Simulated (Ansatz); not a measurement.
Reaction (hydrogenolysis of the Si–Si bond): `C[SiH2][SiH]1[CH2][AlH]1` + H₂ → `[CH2]1[AlH][SiH2]1` + `C[SiH3]`

Program: Ansatz. Geometries: PBE0-D4/def2-TZVP. ΔE: electronic, gas phase. CBS: MP2 limit from def2 TZ/QZ plus the TZ coupled-cluster correction, frozen cores. This one scheme is used for every species. Each species was taken in one conformer, which may not be the lowest.

`C[SiH2][SiH]1[CH2][AlH]1`:

```xyz
14

C    -1.153   -2.196    0.154
Si    0.108   -1.070    0.973
Si   -0.190    1.185    0.483
C     0.381    1.606   -1.323
Al    1.709    2.380   -0.127
H    -2.159   -1.973    0.514
H    -0.936   -3.245    0.370
H    -1.144   -2.061   -0.930
H     1.477   -1.425    0.491
H     0.094   -1.278    2.449
H    -1.523    1.720    0.888
H     0.518    0.784   -2.026
H    -0.245    2.375   -1.789
H     3.063    3.197   -0.126
```

H₂:

```xyz
2

H     0.277    0.015    0.249
H    -0.277   -0.015   -0.249
```

`[CH2]1[AlH][SiH2]1`:

Z-matrix (Å, degrees):
```
C
Si 1 1.924
Al 1 1.951 2 73.8
H 1 1.089 2 119.6 3 126.4
H 1 1.098 2 111.0 3 -105.5
H 2 1.489 1 112.6 3 -109.3
H 2 1.489 1 117.3 3 122.4
H 3 1.581 1 142.0 2 178.7
```

`C[SiH3]`:

Cartesian coordinates in Å:
```
C -0.966 -0.133 -0.156
Si 0.864 0.119 0.139
H -1.542 0.701 0.251
H -1.313 -1.051 0.323
H -1.180 -0.205 -1.224
H 1.334 1.372 -0.511
H 1.648 -1.017 -0.418
H 1.154 0.214 1.596
```

```csv
species,MP2/def2-TZVPP energy (Eh)
`C[SiH2][SiH]1[CH2][AlH]1`,-901.43793
H₂,-1.16460
`[CH2]1[AlH][SiH2]1`,-571.96429
`C[SiH3]`,-330.63965
```

Q: Work out ΔE.

A: ΔE = (-571.96429) + (-330.63965) − (-901.43793) − (-1.16460) = -0.00141 Eh = -3.7 kJ/mol. CCSD(T)/CBS gives -4.2 kJ/mol.

Largest T1 diagnostic among the species: 0.013.

From PBE to PBE0 (25 % exact exchange), in def2-TZVPP and without D4, ΔE moves by −5.7 kJ/mol. In def2-TZVPP, CCSD(T) changes the Hartree–Fock value by +35.7 kJ/mol (the triples alone add +7.3 kJ/mol) and MP2 by +39.5 kJ/mol.
